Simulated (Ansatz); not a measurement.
Basis-set extrapolation for FH$_{7}$N$_{2}$SSi$_{2}$ (`N[SiH2]S[SiH](N)F`) (PBE0-D4/def2-TZVP geometry, frozen core, the Gaussian-basis code of Ansatz). Multiplicity 1, RHF reference.

```tsv
	def2-TZVPP	def2-QZVPP
HF	-1188.146975	-1188.187369
MP2 correlation	-1.095577	-1.187132
CCSD(T) correlation	-1.190668	not run
```

Energies in hartree. Use E(X) = E(∞) + A·exp(−7.88·√X) for Hartree–Fock and E(X) = E(∞) + B·X^(−2.97) for correlation, with X = 3 and 4, and add CCSD(T) minus MP2 of the smaller set to the MP2 limit.

**Question.** What is the CCSD(T) energy at the basis-set limit?

**Answer.** HF limit: -1188.187369 + (-0.040394) × 0.13774 = -1188.19293. MP2 limit: -1.187132 + (-0.091555) × 0.74074 = -1.25495. Higher-order term: -1.190668 − (-1.095577) = -0.09509. Total: -1189.54297 hartree, 539.1 kJ/mol below CCSD(T)/def2-TZVPP.
